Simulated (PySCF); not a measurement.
Species: Cl2Ga2H4.
Bonds: Cl1–Ga2, Ga2–Cl3, Cl3–Ga4, Cl1–Ga4. Hydrogens: H5, H6 on Ga2; H7, H8 on Ga4.

Computed with EOM-IP-CCSD/aug-cc-pVDZ in PySCF, restricted Hartree–Fock reference, 28 core orbitals frozen, non-relativistic, gas phase, PBE0-D3(BJ)/def2-SVP geometry.

The vertical ionisation energies are 10.79, 11.71, 11.73, 11.99, 12.03, 12.92, 13.22, 13.27 eV.

**Question.** Which Hartree–Fock orbital leads each hole, and what is its Koopmans value −ε?

**Answer.** 
```json
{"leading hole (HF orbital)": "HOMO", "Koopmans (eV)": "11.52", "EOM-IP-CCSD (eV)": "10.79", "change (eV)": "-0.73", "one-hole share": "0.95"}
{"leading hole (HF orbital)": "HOMO-2", "Koopmans (eV)": "12.53", "EOM-IP-CCSD (eV)": "11.71", "change (eV)": "-0.82", "one-hole share": "0.94"}
{"leading hole (HF orbital)": "HOMO-1", "Koopmans (eV)": "12.36", "EOM-IP-CCSD (eV)": "11.73", "change (eV)": "-0.63", "one-hole share": "0.94"}
{"leading hole (HF orbital)": "HOMO-4", "Koopmans (eV)": "13.09", "EOM-IP-CCSD (eV)": "11.99", "change (eV)": "-1.10", "one-hole share": "0.95"}
{"leading hole (HF orbital)": "HOMO-3", "Koopmans (eV)": "13.03", "EOM-IP-CCSD (eV)": "12.03", "change (eV)": "-1.00", "one-hole share": "0.95"}
{"leading hole (HF orbital)": "HOMO-5", "Koopmans (eV)": "13.80", "EOM-IP-CCSD (eV)": "12.92", "change (eV)": "-0.88", "one-hole share": "0.94"}
{"leading hole (HF orbital)": "HOMO-6", "Koopmans (eV)": "14.23", "EOM-IP-CCSD (eV)": "13.22", "change (eV)": "-1.01", "one-hole share": "0.94"}
{"leading hole (HF orbital)": "HOMO-7", "Koopmans (eV)": "14.29", "EOM-IP-CCSD (eV)": "13.27", "change (eV)": "-1.02", "one-hole share": "0.95"}
```

**Question.** Does the order of the lines follow the orbital energies?

**Answer.** No: the HOMO-2 hole (11.71 eV) falls below the HOMO-1 hole (11.73 eV); the HOMO-4 hole (11.99 eV) falls below the HOMO-3 hole (12.03 eV). The corrections run from -1.10 to -0.63 eV, with a mean of -0.90 eV over the 8 lines; no line lies above its Koopmans value.

**Question.** At what kinetic energies would He I light (21.22 eV) eject these electrons?

**Answer.** 10.43 eV (HOMO), 9.51 eV (HOMO-2), 9.49 eV (HOMO-1), 9.23 eV (HOMO-4), 9.19 eV (HOMO-3), 8.30 eV (HOMO-5), 8.00 eV (HOMO-6), 7.95 eV (HOMO-7).

**Question.** What total energy has the lowest final state, and which wavelength reaches it?

**Answer.** E(CCSD) + ionisation energy = -4768.44378 + 0.39665 = -4768.04713 Eh, at the geometry of the initial state. The threshold wavelength is 1239.84 eV nm/10.79 eV = 114.9 nm.

Lines less than 0.15 eV apart could change places at a higher level. One root was sought for each valence orbital with −ε under 21 eV, eight at most, so deeper holes and satellites are missing; no vibrational structure.
